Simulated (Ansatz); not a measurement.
Input for Ansatz (an electronic-structure program): FCI/cc-pVTZ on BeH2 (SMILES [BeH2]), a point of a bond scan (R = 2.328 Å).

Ansatz 0.2 input:
```yaml
crystal:
  periodic: [false, false, false]
  atoms:
    - {symbol: Be, position_ang: [0.00000000, 0.00000000, 0.00000000]}
    - {symbol: H, position_ang: [-0.00000000, -0.00000000, -2.32765215]}
    - {symbol: H, position_ang: [0.00000000, 0.00000000, 2.32765215]}
basis:
  gaussian:
    orbitals: cc-pVTZ
magnetization: {spin_polarized: false}
correlation: {method: fci, electrons: outside_noble_gas}
```

Question: Predict the final total energy.

Answer: -15.6751 hartree.

Question: How many basis functions does it have, and what does it roughly cost on one machine?

Answer: 58 functions; about 6 core-seconds (a rough figure).
